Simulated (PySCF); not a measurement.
## Gd(BH4)3(NH3) at several levels of theory

Computed with PySCF 2.14.0 (density fitting, no spin-orbit coupling) at the geometry relaxed with PBE0:

```xyz
20
Gd(BH4)3(NH3) (singlet in the valence; each metal's 4f electrons, 7 of them, lie in its core potential, out of spins and levels)
Gd    0.0856   -0.0880    0.0722
B     1.2441    1.8152    1.1942
H     1.8270    2.7072    1.7606
H     1.5744    0.6783    1.6226
H     1.4706    1.7834   -0.0369
H     0.0026    1.8765    1.3326
B    -1.8082   -1.2346    1.2274
H    -2.6982   -1.8146    1.8000
H    -1.7955   -0.0064    1.4609
H    -1.8593   -1.3672   -0.0172
H    -0.6695   -1.6564    1.5577
B     1.3323   -1.3116   -1.7026
H     1.9379   -1.8876   -2.5729
H     0.5006   -2.0392   -1.1201
H     0.6791   -0.3262   -2.1351
H     2.0796   -0.8405   -0.8151
N    -1.4345    1.4210   -1.2507
H    -2.0930    1.8971   -0.6302
H    -0.9276    2.1539   -1.7513
H    -1.9985    0.9289   -1.9466
```

```tsv
level	basis	state	HOMO (eV)	gap (eV)	charge on Gd1 (e)	population of f-type functions on Gd1 (polarisation alone where 4f lies in the core)	dipole about the centre of mass (D)	largest force component (eV/Å)
PBE0	Gd lcecp-1-SVP with ECP53, B def2-SVP, H def2-SVP, N def2-SVP	singlet	-8.99	7.91	0.59	0.06	5.61	0.01
PBE0	Gd lcecp-1-TZVP with ECP53, B def2-TZVP, H def2-TZVP, N def2-TZVP	singlet	-9.02	7.79	1.20	0.07	5.46	0.24
```

In the lcecp rows the 4f levels are missing from HOMO and gap, and the state counts the valence alone.

Charges are Mulliken's, which hang on the basis. The relaxation used the grid (50, 194), these runs (75, 302) or, all-electron (x2c bases, spin-free X2C Hamiltonian), (99, 590).

A further run in the first row's basis gives HOMO (eV) -7.65, gap (eV) 5.82, charge on Gd1 (e) 0.21, population of f-type functions on Gd1 (polarisation alone where 4f lies in the core) 0.05, dipole about the centre of mass (D) 5.58, largest force component (eV/Å) 0.26. Which level was it?
A. CAM-B3LYP
B. PBE

B. The others give HOMO -10.36 eV (CAM-B3LYP).

In the first row's basis the gap widens with exact exchange: 5.8 eV for PBE (none); 7.9 eV for PBE0 (a fixed share); 10.1 eV for CAM-B3LYP (rising or full at long range).

No frequency check is given that shows the relaxed geometry to be a minimum. An lcecp potential fixes the number of 4f electrons, so in runs with it no electron can move into or out of that shell.
